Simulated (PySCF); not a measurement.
C4H9ClO2S.
Atom-mapped SMILES: `[CH3:1][C:2]([CH3:3])([CH3:4])[S:5](=[O:6])(=[O:7])[Cl:8]` (hydrogens: H9, H10, H11 on C1; H12, H13, H14 on C3; H15, H16, H17 on C4)

Geometry (PBE0-D3(BJ)/def2-TZVP, Å), atoms numbered from 1 in this order:
```
atom  x, y, z in Å
C1    -0.2529   -0.3837    1.4896
C2    -0.0384   -0.1217    0.0094
C3    -1.2993   -0.4367   -0.7960
C4     1.1668   -0.8608   -0.5440
S5     0.1913    1.6652   -0.2476
O6     0.5361    1.9164   -1.6094
O7    -0.8735    2.3803    0.3781
Cl8    1.8841    2.0675    0.8594
H9    -0.4842   -1.4437    1.6190
H10   -1.0859    0.2018    1.8787
H11    0.6406   -0.1567    2.0715
H12   -1.5039   -1.5047   -0.6926
H13   -1.1636   -0.2131   -1.8545
H14   -2.1608    0.1166   -0.4216
H15    0.9868   -1.9334   -0.4388
H16    2.0765   -0.6131    0.0037
H17    1.3190   -0.6376   -1.5998
```

All values: wB97X-D/pcSseg-2 (PySCF, non-relativistic), on one gas-phase PBE0-D3(BJ)/def2-TZVP geometry that isn't relaxed in the solvent. The solvent is an IEF-PCM continuum (Bondi radii, 1.10 Å for H, scaled by 1.2). The model holds no explicit solvent molecules, cavitation or dispersion.

Gas phase at wB97X-D/pcSseg-2: HOMO -10.91 eV, LUMO 0.42 eV, dipole 4.53 D.

**Question.** What does the continuum do to the energy, the frontier levels and the dipole at wB97X-D/pcSseg-2 in chloroform?

**Answer.** 
```
   solvent      ε  E(solvent) − E(gas) (kcal/mol)  polarisation term (kcal/mol)  distortion of the solute (kcal/mol)  HOMO (eV)  LUMO (eV)  dipole (D)
chloroform  4.711                           -4.76                         -5.44                                 0.68     -10.95       0.40        5.52
```

The first energy column is the sum of the next two and covers electrostatics alone.

**Question.** Which radius a makes the point-dipole formula ΔE = −[(ε − 1)/(2ε + 1)]·μ²/a³ give the value in chloroform, with the gas-phase dipole?

**Answer.** μ = 1.782 au and |ΔE| = 0.00758 Eh give a = 2.81 Å; the farthest nucleus lies 2.92 Å from the centroid of the nuclei, so such a sphere wouldn't even hold the nuclei. The formula assumes a rigid point dipole at the centre of a sphere.

**Question.** Give the dipole vector in the frame of the coordinates (D, pointing from negative to positive charge), gas and chloroform.

**Answer.** Gas (-0.13, -4.43, 0.95), solvent (-0.13, -5.39, 1.18). Its length changes by +22 % and its direction by less than 1°.

Note: wB97X-D ran without an empirical dispersion term, which enters the total energy and its gradient alone.
